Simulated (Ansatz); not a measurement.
Computed with Ansatz on PBE0-D4/def2-TZVP structures; ΔE is electronic, products minus reactants. CCSD(T)/CBS is the MP2 limit (def2-TZVPP, def2-QZVPP) plus CCSD(T) − MP2 in def2-TZVPP, frozen cores. This one scheme is used for every species. DFT in def2-TZVPP. B3LYP here is the variant with VWN-RPA as its local correlation; programs differ in this. One conformer a species, not always the lowest.

Reaction (substitution at a C–Al bond): `CC[CH2][AlH][CH3]` + `OB(S)S` → `COB(S)S` + `CC[CH2][AlH2]`

| level | ΔE (kJ/mol) | difference from CCSD(T)/CBS |
| --- | --- | --- |
| PBE0-D4 | 94.2 | 0.5 |
| B3LYP-D4 | 87.8 | -5.9 |
| ωB97M-V | 93.9 | 0.2 |
| r2SCAN | 96.0 | 2.3 |
| PBE0 | 93.6 | -0.1 |
| MP2/def2-TZVPP | 96.7 | 3.0 |
| CCSD/def2-TZVPP | 90.1 | -3.6 |
| HF/def2-QZVPP | 75.7 | -18.0 |
| SCS-MP2/def2-QZVPP | 90.2 | -3.5 |
| MP2/CBS(def2) | 99.4 | 5.7 |
| CCSD(T)/CBS | 93.7 | 0 |

Largest T1 diagnostic among the species: 0.013.

In def2-TZVPP, CCSD(T) changes the Hartree–Fock value by +14.9 kJ/mol (the triples alone add +0.9 kJ/mol) and MP2 by +20.7 kJ/mol.

CCSD(T)/CBS has its own doubt, a few kJ/mol and more with outer-core shells, so smaller differences from it don't rank the levels.
